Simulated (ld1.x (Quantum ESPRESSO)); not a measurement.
u(r) = r·R(r): atom against pseudo-atom (Si (Z = 14))

Columns: radius, all-electron u(r) and pseudo u(r) of the 3s shell (level -10.72 eV) of silicon in the configuration [Ne] 3s2 3p2; PBEsol, non-relativistic, TM scheme, ld1.x (Quantum ESPRESSO) 7.5.

```csv
r (bohr),all-electron,pseudo
0.085,0.1521,0.0225
0.170,-0.0534,0.0456
0.255,-0.2388,0.0697
0.340,-0.3283,0.0955
0.425,-0.3301,0.1235
0.510,-0.2705,0.1544
0.595,-0.1742,0.1889
0.680,-0.0600,0.2274
0.765,0.0593,0.2705
0.850,0.1752,0.3185
0.935,0.2827,0.3710
1.020,0.3788,0.4271
1.105,0.4626,0.4849
1.190,0.5337,0.5419
1.275,0.5927,0.5948
1.360,0.6403,0.6406
1.445,0.6772,0.6772
1.530,0.7042,0.7042
1.615,0.7224,0.7224
1.700,0.7327,0.7327
1.785,0.7363,0.7363
1.870,0.7339,0.7339
1.955,0.7266,0.7266
2.040,0.7151,0.7151
2.125,0.7002,0.7002
2.210,0.6824,0.6824
```

Problem. How many radial nodes do the two functions have?

Solution. The all-electron 3s function has n − l − 1 = 2; the pseudo-wave has 0, since the states of the same l below it are removed with the core.

Problem. At about which radius was the pseudo-wave matched?

Solution. 1.50 bohr. The columns agree to 0.0005 from 1.36 bohr on; several derivatives are matched, so the curves merge somewhat inside the radius.

Problem. Where does each function peak?

Solution. Outermost all-electron maximum near 1.78 bohr, pseudo maximum near 1.78 bohr (to the table’s step).

Problem. Is the pseudo-wave norm-conserving?

Solution. Yes: the TM scheme keeps the norm inside the radius equal to the all-electron one, which fixes the energy derivative of the logarithmic derivative at the level.
